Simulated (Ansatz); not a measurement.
CH3NSi2, SMILES `[C-]#[N+][Si][SiH3]` (excited triplet) (charge 0, multiplicity 3). This triplet is an excited state, 0.90 eV above the relaxed singlet at the level frozen-core CCSD(T)/cc-pVTZ // PBE0-D3(BJ)/def2-TZVP (Ansatz, an electronic-structure program).

Cartesian coordinates (Å):
SMILES: [C-]#[N+][Si][SiH3]
```xyz
7

C      3.2141     0.4944    -0.1394
N      2.2075    -0.1167    -0.0857
Si     0.7976    -1.1080    -0.0041
Si    -1.2383     0.0279     0.0512
H     -1.3002     0.9111     1.2439
H     -1.4149     0.8298    -1.1868
H     -2.2658    -1.0384     0.1347
```
Charge 0, spin multiplicity 3.

Frozen-core energies in 6-31g from Ansatz at a geometry from PBE0-D3(BJ)/def2-TZVP; the HF reference has <S^2> = 2.03 and the T1 diagnostic is 0.019.

| level | energy (Ha) | difference from CCSDT(Q) (mHa) |
|---|---|---|
| HF | -671.71175 | 307.69 |
| MP2 | -671.97572 | 43.71 |
| CCSD | -672.00682 | 12.61 |
| CCSD(T) | -672.01750 | 1.93 |
| CCSDT | -672.01863 | 0.80 |
| CCSDT(Q) | -672.01943 | 0.00 |
